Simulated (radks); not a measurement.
These are the eigenvalues of the occupied orbitals of an atom or ion with whole-number occupations (Ry). Calculated with a radial shooting solver on a logarithmic mesh with Libxc functionals: scalar-relativistic Kohn-Sham, BLYP, spin-polarised, spherical densities, finite nucleus; Fermi nuclear charge, rms radius of each element as measured or else 0.836 A^(1/3) + 0.57 fm.

1s: -5909.129
2s: -1460.945

Which element is it, and in what charge state? The configuration may be excited. Open shells, if any, are filled with parallel spins first.

Answer. Z = 75, rhenium, charge +71: Re71+ in [He] 2s2. The 1s level, -2954.6 hartree, gives Z - s = 76.9 by -(Z - s)^2/2, which with screening and relativity narrows Z to a few neighbours, and with so few levels the electron count can be read from the list.
